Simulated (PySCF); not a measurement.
## How methods differ on the ionisation energy of Re²⁺

Re²⁺ [Xe] 4f14 5d5 [5d3/2^4 5d5/2^1, M_J = 5/2] → Re³⁺ [Xe] 4f14 5d4 [5d3/2^4, M_J = 0], as a difference of total energies. All numbers are calculated (PySCF 2.14, the two-component X2C-1e Hamiltonian, in x2c-TZVPPall-2c). "Screened" scales the spin-orbit matrix elements by Boettger's factors to mimic the two-electron term; Breit and QED terms are absent.

```
                   method  ionisation energy (eV)
          GHF (spin-free)                  27.340
GHF (screened spin-orbit)                  26.780
```

The spin-free rows relax to the high-spin LS determinant and lack the spin-orbit shift.

Errors of the correlated levels include the incompleteness of this basis and the frozen core.

The labels give the starting determinants; with spin-orbit coupling the two ends relaxed to ⟨J²⟩ = 8.76, ⟨L²⟩ = 0.24, ⟨S²⟩ = 8.65 and ⟨J²⟩ = 2.69, ⟨L²⟩ = 5.61, ⟨S²⟩ = 5.60.

The determinant of Re³⁺ mixes levels of different J (the jj label is only the starting occupation), so the difference between spin-free and spin-orbit rows is not the physical spin-orbit shift.

For comparison: 27 ± 1.6 eV (theoretical estimate listed by NIST; NIST Atomic Spectra Database, ionization energies).
